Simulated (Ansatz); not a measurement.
Consider the substitution at a C–O bond: `CO[SiH](N)N` + `[OH][Sb]([F])[F]` → `C[O][Sb]([F])[F]` + `N[SiH](N)O`.

Calculated with Ansatz (gas phase, PBE0-D4/def2-TZVP geometries, no zero-point term in ΔE). CBS: MP2 limit from def2 TZ/QZ plus the TZ coupled-cluster correction, frozen cores. DFT in def2-TZVPP. B3LYP here is the variant with VWN-RPA as its local correlation; programs differ in this. def2 core potentials past Kr. For Sb outer-core shells are correlated without core-valence functions, which leaves a few kJ/mol of doubt a bond. One conformer a species, not always the lowest.

| level | ΔE (kcal/mol) | difference from CCSD(T)/CBS |
| --- | --- | --- |
| PBE-D4 | -0.6 | 0.6 |
| PBE0-D4 | -0.3 | 0.9 |
| ωB97X-V | -0.5 | 0.7 |
| ωB97M-V | -0.4 | 0.8 |
| B2PLYP | -0.9 | 0.3 |
| PBE | -0.8 | 0.4 |
| r2SCAN | -0.8 | 0.4 |
| PBE0 | -0.5 | 0.7 |
| B3LYP | -0.7 | 0.5 |
| SCS-MP2/def2-TZVPP | -1.0 | 0.2 |
| CCSD/def2-TZVPP | -0.8 | 0.4 |
| CCSD(T)/def2-TZVPP | -0.9 | 0.3 |
| HF/def2-QZVPP | -0.2 | 1.0 |
| MP2/def2-QZVPP | -1.2 | 0.0 |
| SCS-MP2/def2-QZVPP | -1.1 | 0.1 |
| HF/CBS(def2) | -0.2 | 1.0 |
| CCSD(T)/CBS | -1.2 | 0 |

Largest T1 diagnostic among the species: 0.015.

In def2-TZVPP, CCSD(T) changes the Hartree–Fock value by −0.8 kcal/mol (the triples alone add −0.2 kcal/mol) and MP2 by −1.0 kcal/mol.
